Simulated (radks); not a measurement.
Question: Valence configurations of C+ (all share [He]). Method: non-relativistic Kohn-Sham, PBE, spin-polarised, spherical densities, point nucleus; open shells are filled with parallel spins first; computed with a radial shooting solver on a logarithmic mesh with Libxc functionals. Order these by energy: 2s1.5 2p1.5; 2p3; 2s1 2p2; 2s0.5 2p2.5; 2s2 2p1.

Answer: From the lowest, in eV above it: 2s2 2p1 0.000; 2s1.5 2p1.5 2.982; 2s1 2p2 4.801; 2s0.5 2p2.5 9.224; 2p3 13.631. NIST lists [He] 2s2 2p1 as the ground configuration; this level of theory agrees among the configurations tried. The energies are those of spherical high-spin densities, not of single terms.
